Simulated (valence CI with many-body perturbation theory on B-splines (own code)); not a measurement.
**Energy levels of I⁴⁵⁺**

Calculated by valence CI with perturbative core correlation (CI+MBPT): six valence electrons over a frozen Dirac-Fock core [He], a basis of 9 s, 9 p, 8 d, 6 f, 3 g, 1 h functions for each j, with the one-electron correlation potential Σ1 (screened to all orders), the two-electron term Σ2, the three-electron term Σ3, Breit, model QED; selected single and double excitations, second order for the rest, scaled by the run's own slope (own B-spline code, finite nucleus).

The last digits are not significant, and no measured levels were compared; by estimate large intervals hold to a few tenths of a per cent, small ones and those within an open d or f shell to about a per cent. Among the levels kept, up to 2500 cm⁻¹ of a level comes from second order outside the variational space, and about a tenth of that is noise between levels of different J, which matters for small intervals.

Levels 46 to 72 of 72, with energies above the lowest level, (2s^2 2p1/2^2 2p3/2^2) J=2. "Leading %" is the weight of the configuration and term that name the level; weights of strongly mixed levels are sums over their largest components and can fall short, and the name can then belong to a minority configuration. In the jj column 3d3/2^4 stands for four electrons in 3d with j = 3/2. Lifetimes count E1, E2, E3, M1 and M2 decay at the calculated energies, and are blank where another channel may lead or the interval is too uncertain; long ones can be off by a factor of two.

```
No.  Configuration  Term  J  E (× 10³ cm⁻¹)  Leading %  Lifetime                        Leading jj
 46       2s²2p³3p    ¹D  2           38561         49    257 fs   2s^2 2p1/2 2p3/2^2 3p3/2 (94 %)
 47       2s²2p³3p    ³P  1           38629         47    501 fs   2s^2 2p1/2 2p3/2^2 3p3/2 (95 %)
 48        2s2p⁴3s    ⁵P  3           38643         70    155 fs      2s 2p1/2^2 2p3/2^2 3s (91 %)
 49       2s²2p³3p    ³D  2           38666         44    277 fs   2s^2 2p1/2 2p3/2^2 3p3/2 (94 %)
 50        2s2p⁴3s    ³P  2           38792         55   24.6 fs      2s 2p1/2^2 2p3/2^2 3s (88 %)
 51       2s²2p³3d   ⁵D°  1           38868         43   21.4 fs   2s^2 2p1/2 2p3/2^2 3d3/2 (98 %)
 52       2s²2p³3d   ³F°  2           38880         39   21.1 fs   2s^2 2p1/2 2p3/2^2 3d3/2 (97 %)
 53       2s²2p³3d   ⁵D°  0           38884         52   16.7 fs   2s^2 2p1/2 2p3/2^2 3d3/2 (96 %)
 54       2s²2p³3d   ³G°  3           38923         36   10.1 fs   2s^2 2p1/2 2p3/2^2 3d3/2 (94 %)
 55       2s²2p³3d   ³G°  4           39030         65   21.8 ps   2s^2 2p1/2 2p3/2^2 3d5/2 (63 %)
 56       2s²2p³3d   ¹G°  4           39042         52   16.3 ps   2s^2 2p1/2 2p3/2^2 3d3/2 (63 %)
 57       2s²2p³3d   ³D°  3           39046         54   61.8 fs   2s^2 2p1/2 2p3/2^2 3d5/2 (96 %)
 58       2s²2p³3d   ³D°  3           39097         37   2.41 fs   2s^2 2p1/2 2p3/2^2 3d3/2 (84 %)
 59       2s²2p³3d   ³P°  2           39100         36   2.68 fs   2s^2 2p1/2 2p3/2^2 3d3/2 (81 %)
 60       2s²2p³3d   ³D°  1           39124         40   3.96 fs   2s^2 2p1/2 2p3/2^2 3d5/2 (52 %)
 61        2s2p⁴3s    ³S  1           39193         54   44.1 fs      2s 2p1/2^2 2p3/2^2 3s (94 %)
 62       2s²2p³3d   ³F°  4           39196         73   32.5 ps   2s^2 2p1/2 2p3/2^2 3d5/2 (99 %)
 63       2s²2p³3d   ³P°  1           39197         68   2.27 fs   2s^2 2p1/2 2p3/2^2 3d3/2 (50 %)
 64       2s²2p³3d   ³G°  5           39209        100   42.7 ps  2s^2 2p1/2 2p3/2^2 3d5/2 (100 %)
 65       2s²2p³3d   ³D°  2           39228         34   5.17 fs   2s^2 2p1/2 2p3/2^2 3d5/2 (39 %)
 66        2s2p⁴3s    ³P  2           39245         48   99.8 fs      2s 2p1/2^2 2p3/2^2 3s (96 %)
 67        2s2p⁴3s    ³P  1           39246         37   19.2 fs      2s 2p1/2^2 2p3/2^2 3s (95 %)
 68       2s²2p³3d   ³P°  0           39259         50   4.95 fs   2s^2 2p1/2 2p3/2^2 3d5/2 (97 %)
 69        2s2p⁴3p   ⁵P°  2           39263         20   20.0 fs   2s 2p1/2^2 2p3/2^2 3p1/2 (56 %)
 70        2s2p⁴3p   ³D°  3           39287         36    285 fs   2s 2p1/2^2 2p3/2^2 3p1/2 (86 %)
 71       2s²2p³3d   ³D°  2           39292         32   3.78 fs   2s^2 2p1/2 2p3/2^2 3d5/2 (54 %)
 72       2s²2p³3d   ³S°  1           39321         44   2.56 fs   2s^2 2p1/2 2p3/2^2 3d5/2 (74 %)
```

Where two levels of one J and parity lie close, their mixing, g and order are uncertain.
